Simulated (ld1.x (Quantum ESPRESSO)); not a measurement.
u(r) = r·R(r): atom against pseudo-atom (Ce (Z = 58))

Columns: radius, all-electron u(r) and pseudo u(r) of the 5p shell (level -23.22 eV) of cerium in the configuration [Kr] 4d10 4f1 5s2 5p6 5d1 6s2 6p0; PBE, scalar-relativistic, TM semilocal scheme, ld1.x (Quantum ESPRESSO) 7.5.

| r (bohr) | all-electron | pseudo |
| --- | --- | --- |
| 0.108 | -0.0068 | -0.0062 |
| 0.215 | -0.2946 | -0.0247 |
| 0.322 | 0.0174 | -0.0558 |
| 0.430 | 0.3543 | -0.1004 |
| 0.538 | 0.4556 | -0.1590 |
| 0.645 | 0.3474 | -0.2309 |
| 0.752 | 0.1275 | -0.3162 |
| 0.860 | -0.1259 | -0.4138 |
| 0.968 | -0.3610 | -0.5184 |
| 1.075 | -0.5529 | -0.6223 |
| 1.182 | -0.6972 | -0.7176 |
| 1.290 | -0.7963 | -0.7960 |
| 1.398 | -0.8541 | -0.8495 |
| 1.505 | -0.8778 | -0.8748 |
| 1.612 | -0.8753 | -0.8743 |
| 1.720 | -0.8525 | -0.8524 |
| 1.828 | -0.8156 | -0.8156 |
| 1.935 | -0.7696 | -0.7696 |
| 2.042 | -0.7181 | -0.7181 |
| 2.150 | -0.6634 | -0.6634 |
| 2.258 | -0.6082 | -0.6082 |
| 2.365 | -0.5545 | -0.5545 |
| 2.472 | -0.5030 | -0.5030 |
| 2.580 | -0.4538 | -0.4538 |
| 2.688 | -0.4079 | -0.4079 |
| 2.795 | -0.3659 | -0.3659 |

(1) How many radial nodes do the two functions have?

(2) At about which radius was the pseudo-wave matched?

(3) Is the pseudo-wave norm-conserving?

Answers

(1) The all-electron 5p function has n − l − 1 = 3 (the table is too coarse to show those close to the nucleus); the pseudo-wave has 0, since the states of the same l below it are removed with the core.

(2) 1.90 bohr. The columns agree to 0.0005 from 1.72 bohr on; several derivatives are matched, so the curves merge somewhat inside the radius.

(3) Yes: the TM semilocal scheme keeps the norm inside the radius equal to the all-electron one, which fixes the energy derivative of the logarithmic derivative at the level.
